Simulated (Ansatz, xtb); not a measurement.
## Relative energy of two isomers of C4H3FN2

Structure I: `Fc1ncccn1`, a singlet. Structure II: `Fc1ccncn1`, a singlet. Both are isolated molecules in the gas phase, relaxed with PBE-D3(BJ)/def2-SVP.

Energies in hartree; the thermal terms are from GFN2-xTB frequencies at re-optimised GFN2-xTB minima (ideal gas, soft modes damped towards free rotors, one conformer each, 298.15 K, 1 atm) and include the zero-point energy:

```
                              I           II
E, CCSD(T)/def2-SVP  −362.343281  −362.340832
    E, MP2/def2-SVP  −362.275583  −362.273037
  E, MP2/def2-TZVPP  −362.942240  −362.940481
  zero-point energy     0.066113     0.066002
       H(298 K) − E     0.072193     0.072110
       G(298 K) − E     0.037885     0.037087
```

Correct the CCSD(T) difference for the basis set by the MP2 change, then work out ΔE, ΔE₀, ΔH and ΔG for I → II in kcal/mol (1 Eh = 627.51 kcal/mol) and the equilibrium ratio [II]/[I].

1. Differences II − I: CCSD(T) +0.002449, MP2 in the small set +0.002546, MP2 in the large set +0.001759 Eh.
2. ΔE = +0.002449 + (+0.001759 − (+0.002546)) = +0.001662 Eh = +1.04 kcal/mol.
3. ΔE₀ = ΔE + ΔZPE = +0.001662 + (−0.000111) Eh = +0.97 kcal/mol.
4. ΔH = ΔE + (−0.000083) Eh = +0.99 kcal/mol.
5. ΔG = ΔE + (−0.000798) Eh = +0.54 kcal/mol, so ΔS = (ΔH − ΔG)/T = +6.3 J/(mol K).
6. kT = 0.9442 mEh, so K = [II]/[I] = exp(−ΔG/kT) = exp(−0.92) ≈ 0.4.

The two are too close for this level to say which is favoured. An error of 1 kcal/mol in ΔG would change K by a factor of 5.4. Mirror images and further conformers aren't counted.

As drawn, both hold the same kinds of bond in the same numbers.

Other levels gave ΔE = +1.4 (GFN2-xTB); +1.3 (HF/STO-3G, GFN2-xTB geometries); +1.8 (r2SCAN-D4/def2-SVP, GFN2-xTB geometries); +1.5 (PBE-D3(BJ)/def2-SVP); +1.9 (HF/def2-SVP); +1.6 (MP2/def2-SVP); +1.5 (CCSD(T)/def2-SVP) kcal/mol. The correlated steps freeze 7 core orbitals. Programs: Ansatz 0.2.0, xtb 6.7.1.
